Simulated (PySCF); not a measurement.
# One molecule, several mistakes: Al2GeH5O cation

Calculated results; nothing here was measured. The program is PySCF 2.14.0, an open-source quantum chemistry code, run on an isolated molecule that a program drew, which may never have been made. The molecule is Al2GeH5O cation (charge +1, singlet), drawn as the SMILES string `[OH][Al+][AlH][GeH3]`.

Each row is a Hartree-Fock (HF) and frozen-core CCSD(T) single point in the cc-pV(D+d)Z basis, meant for a local HF minimum. Run 1 is clean. Each other run has one planted mistake out of seven kinds, and not every kind appears here: one electron removed, one electron added, multiplicity raised by two, geometry at a saddle point, minimal basis STO-3G, one bond length entered in bohr, all coordinates scaled. The reference is restricted for singlets and unrestricted otherwise, and also for a bond in bohr. Adding or removing an electron swaps singlet and doublet. Electrons count all cores. HOMO and LUMO are orbital energies over both spins, the gradient is its largest component, and the lowest frequency (negative if imaginary) is given only where the gradient is small. Bond lengths are over the 8 bonds as drawn. T1 is the CCSD diagnostic: over 0.02 (restricted) or 0.045 (unrestricted) a single reference is doubtful. Germanium has the cc-pVDZ-PP basis, with a core potential (ECP10MDF) in place of its 10 inner electrons, and its 3s, 3p and 3d shells are frozen in CCSD(T).

Geometry of the clean run:
```xyz
9
Al2GeH5O cation, angstrom
O    -1.4626    2.3660   -0.4980
Al   -1.1014    0.8668   -0.9757
Al   -0.4853   -1.6875   -1.7860
Ge    0.8133   -3.0294   -0.1068
H    -1.6820    3.2426   -0.2362
H    -1.1087   -1.7894   -3.2162
H     1.0810   -4.4108   -0.6866
H    -0.0365   -3.1022    1.1592
H     2.1088   -2.2695    0.1662
```

| run | electrons | basis functions | <S^2> | HOMO (eV) | LUMO (eV) | gradient (hartree/bohr) | lowest frequency (cm^-1) | mean bond (Å) | longest bond (Å) | T1 | HF (hartree) | CCSD(T) (hartree) | mistake |
|---|---|---|---|---|---|---|---|---|---|---|---|---|---|
| 1 | 70 | 108 | 0.000 | -14.13 | -4.46 | 1.2e-05 | 35 | 1.7443 | 2.750 | 0.0163 | -854.81235 | -855.25823 | no fault |
| 2 | 70 | 108 | 2.015 | -11.46 | -6.91 | 1.7e-02 | - | 1.7443 | 2.750 | 0.0656 | -854.69703 | -855.13619 | multiplicity raised by two |
| 3 | 69 | 108 | 0.774 | -20.18 | -12.26 | 5.6e-02 | - | 1.7443 | 2.750 | 0.0206 | -854.32812 | -854.75087 | one electron removed |
| 4 | 70 | 108 | 0.000 | -13.88 | -4.37 | 7.0e-02 | - | 1.8926 | 2.983 | 0.0193 | -854.76765 | -855.22453 | all coordinates scaled |
| 5 | 70 | 108 | 0.977 | -11.57 | -4.79 | 3.3e-03 | - | 2.0236 | 4.746 | 0.0237 | -854.73816 | -855.16143 | ? |

**Which mistake was planted in run 5, and what did it cost?**

The mean bond changes by a factor of 1.160 and the longest by 1.726, so the molecule wasn't scaled as a whole. A length L in bohr read as angstrom grows by (1/0.5292 - 1) L = 0.890 L. The 8 bonds together grew by 8 x 0.2793 = 2.234 Å, which gives L = 2.511 Å. That is bond Al3-Ge4, 2.511 Å in the clean geometry. So the mistake is: one bond length entered in bohr. Subtracting run 1 and multiplying by 627.51 kcal/mol a hartree, the energy moved by 46.6 kcal/mol in HF and 60.7 kcal/mol in CCSD(T).

Cautions from the logs. Run 2: T1 is over the limit, so its CCSD(T) energy is less reliable.
